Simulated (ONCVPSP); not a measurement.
**Potentials for zirconium compared**

Generated with ld1.x 7.5 (TM, RRKJ, ultrasoft, PAW), atompaw 4.2 or ONCVPSP 4.0.1. The cutoff is in Ry: for ld1.x and atompaw files where the sum of valence levels is converged to 10 mRy in a Bessel basis, for ONCV files where the hardest occupied wave has 1 mHa per electron of residual kinetic energy. The error is the largest all-electron minus pseudo excitation energy over each file’s own four to seven test configurations (ionisations up to +4, promotions, holes and added fractions of an electron), all of which were solved. The labels leave out finer settings (local radius, basis sizes, second energies), which also bear on the numbers. Spin-polarised tests are not counted. The rows are a selection from randomly drawn settings: files with unsolved tests, undetermined cutoffs or missed reference levels are left out.

```csv
potential,cutoff (Ry),largest error (meV),bound ghosts
"ONCV, LDA (Perdew-Wang 92), fully relativistic, rc 2.10/2.55/1.90 (spd), local smoothed, core correction yes, reference 4s2 4p6 4d2 5s1.5 5p0.5, qcut 7.3/6/5.5, projectors 2/2/2",29,-2.7,none
"ONCV, PBE, scalar-relativistic, rc 1.85/1.80/1.95 (spd), local smoothed, core correction no, reference 4s2 4p6 4d2 5s1, qcut 7.1/6.5/4.8, projectors 2/1/3",38,+8.2,none
"ONCV, PBE, scalar-relativistic, rc 3.35/3.55/2.45 (spd), local smoothed, core correction yes, reference 4d2 5s2, qcut 2.1/1.9/6.6, projectors 1/3/2",26,-424,none
"ONCV, PBE, scalar-relativistic, rc 2.15/1.85/2.60 (spd), local smoothed, core correction yes, reference 4s2 4p6 4d2 5s2, qcut 4.8/7.3/7.2, projectors 2/3/2",27,-403,none
"ONCV, PBE, scalar-relativistic, rc 2.46/3.12/3.32 (spd), local smoothed, core correction yes, reference 4s2 4p6 4d2 5s1.5 5p0.5, qcut 5.8/6.8/5.7, projectors 2/2/3",19,+33,none
"ONCV, PBE, scalar-relativistic, rc 1.75/1.35/2.95 (spd), local smoothed, core correction yes, reference 4s2 4p6 4d2 5s1.5, qcut 8.5/6.7/5.1, projectors 2/2/2",43,-6.3,none
"ONCV, LDA (Perdew-Wang 92), scalar-relativistic, rc 1.85/1.95/3.00/1.85 (spdf), local f, core correction yes, reference 4s2 4p6 4d2 5s2, qcut 5.6/7.7/4.7/5.7, projectors 3/2/2/0",23,+33,none
```

Q: Fill in the row for Zr: ONCV, PW91, fully relativistic, rc 2.25/2.45/2.85 (spd), local smoothed, core correction yes, reference 4s2 4p6 4d2 5s1.75 5p0.25, qcut 4.9/6.6/6.4, projectors 2/2/1.

A: cutoff 23 Ry, largest error -8.7 meV, bound ghosts: none.
